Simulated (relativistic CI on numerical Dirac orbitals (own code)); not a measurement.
**Os5+: 5d valence photoemission**

Computed with this model: Dirac-Coulomb-Breit CI, separate exchange-only KLI orbitals for each configuration, model QED, valence Slater integrals scaled by 0.8, multiplet model of photoemission in the sudden approximation; configurations [Xe] 4f14 5d3 → [Xe] 4f14 5d2; 80 K; Lorentzian 0.3 eV and Gaussian 0.5 eV FWHM. Energies are those of the free ion, without screening or charge transfer. The energies are binding energies and can lie tens of eV above those of solids. S is read from ⟨S²⟩ = S(S + 1).

Field parameters in Wybourne normalisation: Td as Oh with Dq negative (B⁴₀ = 21Dq, B⁴₄ = √(5/14) B⁴₀). The field is a parameter set, without covalency.

Computed curve for free ion, scaled to 100 at the maximum (points under 2 are left out and the grid is thinned):

```tsv
Energy (eV)	Intensity
67.9	2.1
68.0	2.4
68.1	2.8
68.3	3.9
68.4	4.8
68.5	6.1
68.6	8.0
68.7	11.2
68.9	24.9
69.0	38.0
69.1	55.8
69.2	75.8
69.3	92.5
69.5	95.1
69.6	80.0
69.7	60.5
69.8	42.3
69.9	28.7
70.1	15.6
70.2	14.0
70.3	14.4
70.4	15.9
70.6	18.5
70.7	18.4
70.8	17.9
70.9	17.8
71.0	18.8
71.2	22.5
71.3	22.9
71.4	21.3
71.5	18.3
71.6	15.0
71.8	10.9
71.9	10.1
72.0	9.4
72.1	8.4
72.2	7.0
72.4	4.0
72.5	3.0
72.6	2.2
```

The ground state has S = 1.38, and the centroid lies at 69.92 eV.
